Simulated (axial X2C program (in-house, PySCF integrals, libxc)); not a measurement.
**AlBr: cheaper levels and CCSD(T), two-component**

Calculated with an in-house all-electron X2C program for linear molecules (integrals from PySCF). Two-component (2c) means X2C with spin–orbit coupling and atomic mean-field two-electron Coulomb and Gaunt terms. Basis: Br dyall-cv3z [8s9p6d4f1g], Al dyall-v3z [8s8p2d1f] (cores contracted in-house); Gaussian nuclei, density fitting, unrestricted open shells. Masses: Br 78.918 u, Al 26.982 u.

State: Ω = 0 (closed shell); fragments Br + Al.

| level | Re (Å) | ωe (cm⁻¹) | De (eV) |
| --- | --- | --- | --- |
| PBE0 | 2.318 | 369.7 | 4.45 |
| HF | 2.327 | 367.5 | 3.30 |
| MP2 | 2.314 | 379.5 | 4.48 |
| CCSD | 2.316 | 378.4 | 4.22 |
| PBE | 2.338 | 357.1 | 4.53 |

Correlated methods: 10 electrons correlated (number of frozen shells: Br 3 s, 2 p, 1 d; Al 2 s, 1 p), 184 virtual spin orbitals or spinors in MP2, 90 natural virtuals in coupled cluster.

CCSD(T), same Hamiltonian and basis:

Re = 2.317 Å, ωe = 378.4 cm⁻¹, De = 4.33 eV; T1 = 0.012 (Lee–Taylor normalisation).

**Question.** Give the differences from CCSD(T) in the columns below.

**Answer.** 

```
level  ΔRe (Å)  Δωe (cm⁻¹)  ΔDe (eV)
 PBE0    0.001          -9      0.12
   HF    0.010         -11     -1.03
  MP2   -0.003           1      0.15
 CCSD   -0.001           0     -0.11
  PBE    0.021         -21      0.20
```

One determinant describes the state; a PBE0 search over occupations chose it and may have missed a lower one. Closed shells are restricted here (equal orbitals for both partners); the stretched side of such a curve lies too high. De is counted from the lowest determinant-based energies of the atoms at the same level, without counterpoise correction. CCSD and (T) use frozen natural virtuals with an MP2 correction for the truncation; (T) itself is uncorrected, so its De runs slightly low. In 2c an atomic determinant is not the ground J level, so De misses part of the atomic spin–orbit lowering. This holds for PBE0, PBE. The functionals have no current-density term, which raises determinants with orbital currents, atoms included.
